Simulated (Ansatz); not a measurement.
**Relaxing a trial structure of H10N2Si3**

The starting geometry of this gas-phase singlet was optimised with GFN2-xTB; its bonds are those of `N[SiH](N)[SiH2][SiH3]`.

```xyz
15

N     0.8070   -0.6241   -0.6204
N     1.6741   -0.6298    1.9227
Si    0.3131   -0.1503    0.9666
Si   -0.2063    2.1005    0.7894
Si   -1.8731    2.6423   -0.7167
H     0.1687   -0.4788   -1.3848
H     1.2483   -1.5245   -0.7189
H    -0.7678   -0.9622    1.5625
H     2.5892   -0.3758    1.5855
H     1.6280   -0.4630    2.9145
H    -0.5891    2.6075    2.1242
H     0.9899    2.9148    0.4939
H    -3.1407    1.9776   -0.3916
H    -2.1850    4.0704   -0.8116
H    -1.5461    2.2153   -2.0833
```

Q: Predict what it relaxes into with PBE-D3(BJ)/def2-SVP.

A: It keeps its bonds, and is `N[SiH](N)[SiH2][SiH3]`.

The energy falls by 0.28 eV over 17 steps:

```csv
step,E − E(last) (eV)
1,0.284
3,0.023
5,0.003
6,0.001
8,0.001
10,0.000
12,0.000
13,0.000
15,0.000
17,0.000
```

Final geometry (Å):

```
atom    x (Å)    y (Å)    z (Å)
   N   0.6421  -0.5656  -0.6623
   N   1.7613  -0.6358   1.9070
  Si   0.3605  -0.1322   0.9995
  Si  -0.1570   2.1763   0.8704
  Si  -1.8188   2.5176  -0.7598
   H   0.1580  -0.0678  -1.4126
   H   0.8106  -1.5440  -0.9119
   H  -0.7806  -0.8045   1.7347
   H   2.6665  -0.2013   1.7084
   H   1.6535  -0.8084   2.9094
   H  -0.6600   2.6953   2.1961
   H   1.0543   2.9962   0.4928
   H  -3.0500   1.7204  -0.4141
   H  -2.2178   3.9599  -0.9348
   H  -1.3122   2.0136  -2.0904
```

The end wasn't checked by frequencies. Run with Ansatz 0.2.0, 38 s on 2 threads of Arm Neoverse V1, on a shared host.
